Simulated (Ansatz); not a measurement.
The cluster B₈H₁₄. The state is a singlet with charge 0. Geometry r2SCAN-D4/def2-SVP, basis def2-TZVP, Ansatz.

```tsv
atom	x (Å)	y (Å)	z (Å)
B1	-1.056	-0.791	1.043
B2	0.499	-1.411	0.710
B3	1.053	-0.393	-0.700
B4	-1.451	0.071	-0.428
B5	-2.416	0.354	1.001
B6	-0.084	0.892	-1.039
B7	1.513	0.000	1.002
B8	1.545	0.861	-1.783
H9	-2.466	0.897	-0.231
H10	2.720	0.020	1.076
H11	-1.441	-1.010	2.168
H12	2.271	1.754	-1.432
H13	-3.474	-0.212	1.144
H14	-0.184	2.015	-1.469
H15	0.801	-2.578	0.723
H16	0.554	-1.414	-1.138
H17	-1.852	-0.748	-1.235
H18	2.170	-0.294	-1.387
H19	-2.137	1.252	1.763
H20	0.919	1.001	1.365
H21	1.305	0.708	-2.961
H22	1.210	-0.975	1.808
```

```
run  HOMO (eV)  LUMO (eV)
  A      -7.51      -2.78
  B      -7.25      -3.09
  C      -9.82      -0.96
  D      -8.46      -2.13
  E      -9.62      -0.99
  F      -7.16      -2.88
```

Another isomer (singlet) lies 2.89 eV lower at PBE0-D4/def2-TZVP; other spin states weren't run for this one.

Task: The runs used BHLYP, BLYP, CAM-B3LYP, PBE, PBE0, r2SCAN. Estimate which is which.

Result: A r2SCAN (0 % exact exchange); B PBE (0 % exact exchange); C CAM-B3LYP (range-separated); D PBE0 (25 % exact exchange); E BHLYP (50 % exact exchange); F BLYP (0 % exact exchange). Exact exchange lowers occupied and raises empty levels; among semilocal functionals meta-GGAs tend to open the gap a little, and such runs are hard to tell apart. The gap grows from 4.16 eV (PBE) to 8.86 eV (CAM-B3LYP).
